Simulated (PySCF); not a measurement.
## Working out the ionisation energy of Se

Se [Ar] 3d10 4s2 4p4 (3P) → Se⁺ [Ar] 3d10 4s2 4p3 (4S). Calculation: PySCF 2.14, in x2c-SVPall; scalar relativity by spin-free X2C-1e. Frozen: [Ar] 3d10. Energies in hartree (1 hartree = 27.21139 eV):

| part | Se (lower) | Se⁺ (upper) |
| --- | --- | --- |
| UHF | -2427.642677 | -2427.329518 |
| CCSD correlation | -0.090186 | -0.074125 |
| (T) | -0.001172 | -0.000853 |

Task: What does Hartree-Fock give?

Result: (-2427.329518) − (-2427.642677) = 0.313159 hartree = 8.521 eV.

Task: What do CCSD and CCSD(T) give?

Result: The CCSD correlation energies differ by 0.016061 hartree = 0.437 eV and the triples by 0.000319 hartree = 0.009 eV, so CCSD gives 8.958 eV and CCSD(T) 8.967 eV.

Measured between the centres of the two terms (NIST): 9.635 eV, so CCSD(T) (valence) is off by -0.668 eV.

A double-zeta basis recovers only part of the correlation energy.

What remains against the reference includes basis incompleteness, the frozen core and higher excitations.
